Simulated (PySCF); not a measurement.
Mayer bond orders and bond lengths

C3H8N2Si.
SMILES with atom numbers: `[CH3:1][NH:2][Si@@H:3]1[CH2:4][CH:5]=[N:6]1` (hydrogens: H7, H8, H9 on C1; H10 on N2; H11 on Si3; H12, H13 on C4; H14 on C5)

Structure used (GFN2-xTB), in Å, numbered top down from 1:
```xyz
14
C3H8N2Si angstrom
C     -2.4292    0.2123    0.2653
N     -1.0965    0.7330    0.4446
Si     0.2084    0.4457   -0.6217
C      1.7397   -0.5110    0.0665
C      2.3546    0.8406   -0.0634
N      1.4931    1.6838   -0.4799
H     -2.3752   -0.7103   -0.3055
H     -2.8831   -0.0034    1.2349
H     -3.0767    0.9123   -0.2720
H     -1.0873    1.5906    0.9752
H     -0.1668    0.0971   -1.9864
H      2.2313   -1.2730   -0.5345
H      1.7073   -0.8535    1.0985
H      3.3797    1.1153    0.1561
```

Bond orders from the PBE0/pcSseg-1 density (PySCF). Geometry: GFN2-xTB, one conformer, isolated molecule.

Where do the orders between heavy atoms depart from those drawn in the SMILES?

The largest departure is 0.181, at C5–N6 (drawn double, 1.819). Drawn single, order below 0.88: Si3–C4 (0.848).

Set the Mayer orders of the bonds between heavy atoms beside their lengths.

```tsv
bond	drawn as	length (Å)	Mayer order
C1–N2	single	1.442	0.956
N2–Si3	single	1.709	1.062
Si3–C4	single	1.932	0.848
C4–C5	single	1.491	0.987
C5–N6	double	1.275	1.819
N6–Si3	single	1.790	0.981
```

Bonds between the same two heavy elements. C–N: lowest C1–N2 (0.956, 1.442 Å), highest C5–N6 (1.819, 1.275 Å). N–Si: lowest N6–Si3 (0.981, 1.790 Å), highest N2–Si3 (1.062, 1.709 Å).

And the bonds to hydrogen?

C–H: 0.94 to 0.97 (6 bonds); H–N: 0.92 (1 bond); H–Si: 0.90 (1 bond).

Sum the orders of all bonds at each heavy atom with more than one neighbour and set the sums beside the valence in the SMILES.

C1 3.861 (drawn 4), N2 2.942 (drawn 3), Si3 3.789 (drawn 4), C4 3.711 (drawn 4), C5 3.760 (drawn 4), N6 2.800 (drawn 3). Orders between atoms that aren't bonded are not in these sums.

The Mayer order sums products of elements of PS (density times overlap matrix) between the two atoms' basis functions, so it depends on the basis set.
